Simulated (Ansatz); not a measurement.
Consider the cleavage of the Si–Ge bond: `[SiH3][GeH2][GaH2]` + H₂Te → `[SiH3][TeH]` + `[GaH2][GeH3]`.

Isolated molecules relaxed with PBE0-D4/def2-TZVP in Ansatz; ΔE leaves out vibrations. CCSD(T)/CBS is the MP2 limit (def2-TZVPP, def2-QZVPP) plus CCSD(T) − MP2 in def2-TZVPP, frozen cores. Functionals use def2-TZVPP. def2 core potentials past Kr. For Ga, Ge, Te outer-core shells are correlated without core-valence functions, which leaves a few kJ/mol of doubt a bond. Scalar relativity is left out up to krypton.

```json
{"level": "r2SCAN0-D4", "ΔE (kJ/mol)": "-32.6"}
{"level": "MP2/def2-QZVPP", "ΔE (kJ/mol)": "-38.2"}
```

(1) What does CCSD(T)/CBS give? (Estimate.)

Largest T1 diagnostic among the species: 0.013.

## Answers

(1) The calculation gave: -32.7 kJ/mol. The listed levels differ from it by 0.1, -5.5 kJ/mol.

Leaving LDA and LC-ωPBE aside and taking each functional with its dispersion term where it has one, the values, not all of them listed here, spread over 7.1 kJ/mol, from PBE-QIDH to PBE-D4. At CCSD(T), def2-SVP lies +4.1 kJ/mol from the extrapolated value and def2-TZVPP +4.5 kJ/mol. In def2-TZVPP, CCSD(T) changes the Hartree–Fock value by +13.2 kJ/mol (the triples alone add +0.8 kJ/mol) and MP2 by +6.2 kJ/mol.
